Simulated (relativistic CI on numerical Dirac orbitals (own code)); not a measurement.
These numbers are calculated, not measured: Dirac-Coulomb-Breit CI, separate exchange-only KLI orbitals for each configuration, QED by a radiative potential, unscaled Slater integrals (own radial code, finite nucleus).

The strongest absorption lines from the ground level of an ion, among the configurations computed and to levels below about 644 eV (vacuum wavelength in Å, gf): 21.805 (0.43), 22.557 (0.56), 22.716 (0.75), 22.852 (1.4), 22.909 (0.84), 22.928 (1.8), 22.953 (3.2), 23.543 (1.1).

Which ion is it?
A. Cl X
B. Sc XIV
C. Sc XVI
D. K XII

B. Sc XIV has 8 electrons and the ground level 2s²2p⁴ ³P2; the strongest line goes to 2s²2p³3d ³D°3. The pattern of lines fixes the number of electrons, and along that sequence the line energies rise steadily with the charge (about as its square where n changes within one kind of shell, about linearly where n is kept but much faster in heavy ions where fine structure, which grows about as Z⁴, sets the gap, and irregularly where shells cross), which fixes Z. Configurations outside the model, such as inner-shell arrays, can give stronger lines. At this charge energies of transitions that change n are usually good to better than 1 %, and those within a shell (Δn = 0) to a few per cent.

LS names give the leading component of a level, which can be under half, so a name can repeat, a term be missing and a line seem to break the LS rules.
